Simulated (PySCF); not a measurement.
## Br₄, triplet: data card

These are results of PySCF, UPBE, basis Br def2-SVP (no relativity, density fitting), not measurements.

The structure is a higher-order saddle point with 2 imaginary modes.

```xyz
4
charge 0 multiplicity 3, angstrom
Br    0.0000    1.3633    0.0000
Br    0.0000   -1.3633    0.0000
Br    2.5644    0.0000    0.0000
Br   -2.5644    0.0000    0.0000
```

- Point group: D2h
- Bond lengths: Br–Br 2.727 Å, Br–Br 2.904 Å (×4)
- Bond angles: Br–Br–Br 56.0° (×2), Br–Br–Br 62.0° (×4), Br–Br–Br 124.0° (×2)
- Spin squared ⟨S²⟩: 2.005
- Lowest empty level (α): -6.12 eV
- Highest occupied level (α): -6.54 eV
- Zero-point energy (real modes): 3.3 kJ/mol
- Principal quadrupole moments (Buckingham, traceless) about the centre of mass: -4.05, -0.66, 4.71 D Å
- Rotational constants: 0.05746, 0.01624, 0.01266 cm⁻¹
- Atomisation energy without zero-point energy: 309 kJ/mol
- Dipole moment: 0.00 D
- Principal polarisabilities: 38.5, 82.3, 185.0 bohr³

Harmonic modes (masses in u: Br 78.918):
| symmetry | ω (cm⁻¹) | IR (km/mol) | μ (u) |
| --- | --- | --- | --- |
| b2u | 147i | – | 78.92 |
| b3g | 112i | – | 78.92 |
| b3u | 59 | 0.1 | 78.92 |
| ag | 138 | 0.0 | 78.92 |
| b1u | 150 | 25.0 | 78.92 |
| ag | 200 | 0.0 | 78.92 |

In D2h the vibrations span b2u + b3g + b3u + 2ag + b1u. The ag, b3g modes carry no infrared intensity, as symmetry demands. With a centre of inversion only u modes can be infrared active and only g modes Raman active.

Charges (e):
| atom | Mulliken | Löwdin | polar tensor | spin (Mulliken) | Mayer order to Br1 |
| --- | --- | --- | --- | --- | --- |
| Br1 | 0.08 | 0.08 | 0.22 | 0.70 | – |
| Br2 | 0.08 | 0.08 | 0.22 | 0.70 | 0.55 |
| Br3,4 | -0.08 | -0.08 | -0.22 | 0.30 | 0.41 |
Other Mayer orders above 0.3: Br–Br 0.41 (×2), Br–Br 0.48.

Mulliken populations on Br1: s 8.00, p 16.89, d 10.04.

Outer orbital energies (eV). α occupied: -8.84, -7.96, -7.65, -7.40, -7.35, -7.05, -6.76, -6.54; empty: -6.12, 5.90, 7.22, 7.24. β occupied: -9.99, -9.05, -8.59, -7.43, -7.36, -7.28, -7.16, -6.90; empty: -5.94, -5.85, -5.80, 6.09.

Other isomers or separated fragments may lie lower.

The final relaxation and frequency run took roughly 7 core-minutes on a shared host.
